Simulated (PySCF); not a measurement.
Relaxation of singlet H₄SeS

All numbers come from PySCF, PBE0, basis Se def2-TZVP, S def2-TZVP, H def2-TZVP (no relativity, density fitting). A (50,194) grid was used.

A hand-made square pyramidal (ligand arrangement 1) start, of Cs symmetry, held to at least that symmetry:

```xyz
6
charge 0 multiplicity 1, angstrom
Se    0.0000    0.5297    0.1104
S     0.0000   -1.4364   -0.3075
H     0.0000    0.5297    1.5904
H     1.4477    0.5297   -0.1973
H     0.0000    1.9774   -0.1973
H    -1.4477    0.5297   -0.1973
```

Q: What forces act on the atoms at the start (eV/Å)?

A: 
```
atom     Fx     Fy     Fz
 Se1   0.00  -0.39   0.25
  S2   0.00  -3.10  -1.13
  H3   0.00   1.05   0.11
  H4   1.57   0.58   0.42
  H5   0.00   1.28  -0.08
  H6  -1.57   0.58   0.42
```

Q: What does it relax to?

A: It ends at C2v with Se–H 1.513 Å (×2), Se–H 1.564 Å (×2), Se–S 2.093 Å; H–Se–H 88.0° (×4), H–Se–H 99.3°, H–Se–H 173.7°, H–Se–S 93.1° (×2), H–Se–S 130.3° (×2) (after a last refinement on a finer grid). A frequency run shows a minimum. Other isomers or separated fragments may lie lower.

Q: How much energy is released, and in how many steps?

A: 86.1 kJ/mol in 9 steps.

The relaxation took about 50 core-seconds on a shared host.
